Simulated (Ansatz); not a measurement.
BiF₃. Total charge 0; singlet. Geometry PBE-D4/def2-TZVP; atoms count from 1.

| atom | x (Å) | y (Å) | z (Å) |
| --- | --- | --- | --- |
| Bi1 | 0.710 | -0.026 | 0.306 |
| F2 | -0.505 | 1.549 | 0.653 |
| F3 | 0.447 | -0.069 | -1.695 |
| F4 | -0.652 | -1.453 | 0.736 |

In the def2 sets Bi takes a core potential; there is no spin–orbit coupling. The structure comes from a short search, and lower isomers may exist.

(1) Estimate the Mulliken populations from the PBE0/def2-TZVP orbitals of Ansatz.

(2) And the Mayer bond orders between bonded heavy atoms (over 0.3)?

Results:

(1) 
```
atom  charge (e)
 Bi1        1.44
  F2       -0.48
  F3       -0.48
  F4       -0.48
```
Mulliken values and Mayer orders depend strongly on the basis.

(2) Bi1–F2 0.83 (2.02 Å); Bi1–F3 0.83 (2.02 Å); Bi1–F4 0.83 (2.02 Å).
